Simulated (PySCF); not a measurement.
A species of formula C6H5FO2 has this rotational fingerprint, computed with PBE0/def2-SVPD in PySCF (dipole) on a GFN2-xTB geometry, gas phase:

```
Rotational constants : A = 2442, B = 1563, C = 1017 MHz
Dipole components    : |μa| = 0.26 D, |μb| = 0.60 D, |μc| = 0.29 D
Inertial defect      : -33.41 u·Å²
κ                    : -0.23
```

Question: Which structure is it? (One computed conformer of each.)
A. `C1(C=C(F)C(=O)[C@H]1C)=O`
B. `[F:1]/[CH:2]=[CH:3]\[C:4]1=[CH:5][O:6][CH:7]=[CH:8][O:9]1` with C2–C3–C4–C5 180°
C. `[OH:1][c:2]1[cH:3][cH:4][c:5]([F:6])[cH:7][c:8]1[OH:9]` with H–O1–C2–C3 0°, C7–C8–O9–H 180°
D. `Cc1cc(F)oc(=O)c1`

Answer: A. It is C[C@H]1C(=O)C=C(F)C1=O, an asymmetric top, point group C1. The candidates at the same level (rigid rotor, commonest isotopes):

| SMILES | A (MHz) | B (MHz) | C (MHz) | μa (D) | μb (D) | μc (D) | Δ (u·Å²) | point group | rotor |
| --- | --- | --- | --- | --- | --- | --- | --- | --- | --- |
| Oc1ccc(F)cc1O | 3201 | 1304 | 926.7 | 2.23 | 2.62 | 0.00 | 0.00 | Cs | asymmetric top |
| Cc1cc(F)oc(=O)c1 | 2023 | 1759 | 946.4 | 4.11 | 3.28 | 0.00 | -3.11 | Cs | asymmetric top |
| C[C@H]1C(=O)C=C(F)C1=O | 2442 | 1563 | 1017 | 0.26 | 0.60 | 0.29 | -33.41 | C1 | asymmetric top |
| F/C=C\C1=COC=CO1 | 4171 | 1125 | 885.8 | 0.30 | 1.15 | 0.00 | 0.00 | Cs | asymmetric top |

`F/C=C\C1=COC=CO1` has A 71 % too high; `Oc1ccc(F)cc1O` has A 31 % too high; `Cc1cc(F)oc(=O)c1` has A 17 % too low. No structure here is proved a minimum.
